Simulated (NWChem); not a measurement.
# BHCl$_{2}$; SMILES ClBCl

```xyz
4

B     -0.6922    -0.0065     0.0000
H     -1.8920    -0.0207     0.0000
Cl     0.1704     0.0037    -1.5101
Cl     0.1704     0.0037     1.5101
```
Atoms are numbered in this order, from 1.

The geometry was optimised at PBE0/def2-SVP.

### Question
Give the principal values of the shielding tensors (ppm) of B1, Cl3 from B3LYP/IGLO-III, GIAO (NWChem), with their diamagnetic and paramagnetic parts as GIAO splits them.

### Answer
| atom | σ11 | σ22 | σ33 | isotropic | diamagnetic | paramagnetic |
|---|---|---|---|---|---|---|
| B1 | 6.9 | 8.7 | 88.0 | 34.5 | 196.2 | -161.6 |
| Cl3 | 270.9 | 703.2 | 879.8 | 618.0 | 1148.7 | -530.7 |
